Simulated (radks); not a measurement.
The numbers below are computed, except where a source is named.
Valence configurations of neutral platinum (all share [Xe]). Code: a radial shooting solver on a logarithmic mesh with Libxc functionals. Model: scalar-relativistic Kohn-Sham, LDA (Slater exchange, Perdew-Wang correlation), spin-polarised, spherical densities, finite nucleus; open shells are filled with parallel spins first (spin-orbit coupling, left out, can overturn this in heavy ions); Fermi nuclear charge, rms radius 5.427 fm. Energies are relative to 4f14 5d9 6s1; eigenvalues in eV for spin up.

valence,E (eV),moment (Bohr magnetons),e(4f),e(5d),e(6p),e(6s)
4f14 5d9 6s1,0.000,2,-70.516,-6.703,-,-6.310
4f14 5d8 6s1 6p1,5.589,4,-75.152,-10.595,-2.627,-8.655
4f13.5 5d8 6s1.5 6p1,41.050,4,-82.564,-12.233,-2.731,-9.041
4f13 5d9 6s1 6p1,76.021,4,-86.814,-11.558,-2.596,-8.669
4f14 5d10,0.445,0,-68.065,-4.721,-,-
4f14 5d9 6p1,5.271,2,-72.456,-8.516,-2.229,-
4f14 5d8 6s2,0.805,2,-73.385,-8.759,-,-7.019
4f14 5d8.5 6s0.5 6p1,5.404,3,-73.767,-9.534,-2.427,-8.159
4f13 5d9.5 6s0.5 6p1,75.148,3,-85.325,-10.409,-2.385,-8.140
4f13 5d10 6s0.5 6p0.5,71.696,2,-82.931,-8.386,-1.696,-6.948

NIST lists [Xe] 4f14 5d9 6s1 as the ground configuration; this level of theory agrees among the configurations tried. The energies are those of spherical high-spin densities, not of single terms.
